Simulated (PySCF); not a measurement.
**Frontier orbitals and the lowest excitations**

C3H9N2PSi.
Geometry (GFN2-xTB, Å), atoms numbered from 1 in this order:
```xyz
16
C3H9N2PSi angstrom
C     -3.2218    0.7060    0.6121
N     -1.8494    0.6026    0.2671
C     -1.4713   -0.1603   -0.6628
C     -0.0678   -0.2864   -1.0389
N      0.8461    0.3714   -0.4785
Si     2.5464    0.4456   -0.5518
P      3.1979   -0.7100    1.2669
H     -3.3261    0.4315    1.6633
H     -3.5132    1.7539    0.5233
H     -3.8875    0.0815   -0.0016
H     -2.1725   -0.7786   -1.2485
H      0.1179   -0.9968   -1.8554
H      3.2671   -0.1589   -1.6830
H      2.8067    1.8820   -0.4761
H      2.4174    0.0029    2.1552
H      4.3026    0.0899    1.4973
```

Method: PySCF, TDDFT CAM-B3LYP/def2-SVPD, vertical, gas phase, core orbitals frozen in the response.

Kohn–Sham orbitals with the atoms that hold most of them (Löwdin shares over 4%, at most four atoms; ? is withheld):

| orbital | ε (eV) | atoms |
| --- | --- | --- |
| LUMO+2 | 1.50 | Si6 29%, P7 24%, H15 9%, H16 9% |
| LUMO+1 | 1.04 | Si6 31%, P7 17%, C4 11%, H13 8% |
| LUMO | -1.07 | ? |
| HOMO | -8.44 | ? |
| HOMO-1 | -8.55 | N5 41%, P7 15%, Si6 12%, C4 10% |
| HOMO-2 | -8.96 | N2 61%, C3 12%, C1 11%, H10 5% |
| HOMO-3 | -9.60 | P7 19%, N2 18%, N5 17%, C3 12% |

Q: Which atoms hold the HOMO, and with what shares?

A: P7 (bonded to Si and 2 H) 44%; N5 (bonded to C and Si) 20%; Si6 (bonded to N, P and 2 H) 12%; C4 (bonded to C, N and H) 5%.

Q: Give the leading atoms of the LUMO.

A: C4 (bonded to C, N and H) 23%; N5 (bonded to C and Si) 21%; N2 (bonded to 2 C) 21%; C3 (bonded to C, N and H) 16%. By element: nitrogen 42%, carbon 40% or more.

Q: How does S1 compare with the orbital gap of 7.37 eV?

A: S1 is at 3.26 eV (f = 0.0003), 4.11 eV below the gap, made of HOMO-1→LUMO (66%), HOMO→LUMO (29%). Its leading pair isn't HOMO and LUMO; the energies of that pair differ by 7.47 eV. Without the coupling terms of the response equations the lowest excitation would equal the gap.

Next come S2 at 3.82 eV (f 0.0003), HOMO-2→LUMO (95%); S3 at 5.04 eV (f 0.248), HOMO→LUMO (66%), HOMO-1→LUMO (29%); S4 at 5.85 eV (f 0.371), HOMO-3→LUMO (92%); S5 at 6.29 eV (f 0.090), HOMO→LUMO+1 (67%), HOMO-1→LUMO+1 (12%).

One conformer stands for the species.
